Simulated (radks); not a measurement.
Question: Radial electron density D(r) = 4 pi r^2 rho(r) of an atom or ion with 23 electrons. Method: scalar-relativistic Kohn-Sham, r2SCAN, spin-polarised, spherical densities, finite nucleus; meta-GGA in the generalised Kohn-Sham scheme; Fermi nuclear charge, rms radius of each element as measured or else 0.836 A^(1/3) + 0.57 fm; computed with a radial shooting solver on a logarithmic mesh with Libxc functionals.

```
   r/bohr * D(r) (the largest magnitude, 33.1, reaches the edge; | marks zero)
 0.002309 |*
 0.002625 |*
 0.003007 | *
 0.003418 | *
 0.003916 |  *
 0.004451 |   *
 0.005099 |    *
 0.005842 |     *
 0.006639 |      *
 0.007607 |        *
 0.008645 |          *
 0.009905 |             *
  0.01126 |                *
   0.0129 |                   *
  0.01478 |                       *
  0.01679 |                           *
  0.01924 |                               *
  0.02187 |                                    *
  0.02505 |                                        *
  0.02848 |                                           *
  0.03262 |                                              *
  0.03738 |                                                *
  0.04248 |                                                 *
  0.04867 |                                                *
  0.05531 |                                              *
  0.06337 |                                           *
  0.07203 |                                         *
  0.08252 |                                      *
  0.09454 |                                      *
   0.1075 |                                       *
   0.1231 |                                          *
   0.1399 |                                              *
   0.1603 |                                                   *
   0.1822 |                                                      *
   0.2087 |                                                      *
   0.2391 |                                                  *
   0.2718 |                                           *
   0.3114 |                                 *
   0.3539 |                         *
   0.4055 |                    *
   0.4608 |                  *
    0.528 |                   *
   0.6049 |                     *
   0.6875 |                       *
   0.7876 |                      *
   0.8952 |                    *
    1.026 |               *
    1.166 |          *
    1.335 |      *
     1.53 |    *
    1.739 |  *
    1.992 |  *
    2.264 | *
    2.594 | *
    2.948 |*
    3.378 |*
     3.87 *
    4.399 *
    5.039 *
    5.727 *
    6.562 *
    7.458 *
```

What is the nuclear charge?

Answer: Z = 25. The innermost maximum, from 1s, lies near gamma/Z bohr with gamma = sqrt(1 - (Z/c)^2) = 0.983, here 0.0393 bohr (found: 0.0421), and its height grows with Z. The density is that of the manganese ion Mn2+ in [Ar] 3d3 4s2; the configuration itself is not fixed sharply by these data, and Z only to about a unit. D(r) has 3 maxima, at r = 0.0421, 0.194, 0.716 bohr, and minima at 0.0930, 0.468 bohr, inside which lie 2.12, 10.56 electrons.
